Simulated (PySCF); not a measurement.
C2H4ClFSi2. Atoms are numbered in the order given.

```xyz
10

Si     2.7374     0.5760    -0.4322
F      3.7138    -0.7185    -0.4112
C      1.0177     0.0170    -0.1401
C     -0.1389    -0.3340     0.0535
Si    -1.8645    -0.8772     0.3445
Cl    -3.0978     0.7771     0.3312
H      2.8305     1.2129    -1.7697
H      3.1514     1.4942     0.6581
H     -2.2817    -1.7967    -0.7447
H     -1.9562    -1.5347     1.6732
```
Charge 0, spin multiplicity 1.

The structure is a stationary point at PBE0-D3(BJ)/def2-SVP. The structure was generated by enumeration, and PubChem lists no compound with its InChIKey, so it may never have been made.

Method: PBE/def2-TZVP (PySCF).

The molecule is in vacuum.

Computed frontier levels, gap, dipole moment and polarisability:
The highest occupied level is -7.38 eV. The lowest empty level is -2.61 eV and the orbital gap comes out as 4.76 eV. The dipole moment comes out as 0.25 D and the quadrupole, principal values (traceless, Buckingham form, about the centre of nuclear charge) is -11.49, 1.35, 10.15 D·Å. The mean static polarisability comes out as 88.2 bohr³ (13.06 Å³) and the polarisability, principal values is 64.9, 73.2, 126.4 bohr³.
